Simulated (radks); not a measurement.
Question: These are the eigenvalues of the occupied orbitals of an atom or ion with whole-number occupations (Ry). All-electron calculation, Dirac Kohn-Sham, OLYP, spin-unpolarised, spherical densities, point nucleus. Program: a radial shooting solver on a logarithmic mesh with Libxc functionals.

orbital  eigenvalue
1s1/2     -1310.494
2s1/2     -182.6658
2p1/2     -167.3295
2p3/2     -161.0204
3s1/2     -30.87319
3p1/2     -25.16090
3p3/2     -24.15423
3d3/2     -14.09236
3d5/2     -13.90779
4s1/2      -5.07830
4p1/2      -3.54564
4p3/2      -3.41482
4d3/2      -1.27326
4d5/2      -1.26165

Which element is it, and in what charge state? The configuration may be excited. Open shells, if any, are shared by 2j + 1.

Answer: Z = 40, zirconium, charge +2: Zr2+ in [Kr] 4d2. The list shows which subshells hold electrons but not how many an open one holds; the 1s level, -655.25 hartree, gives Z - s = 36.2 by -(Z - s)^2/2, which with screening and relativity narrows Z to a few neighbours, and the depths of the outer levels then fix element, charge and occupations together.
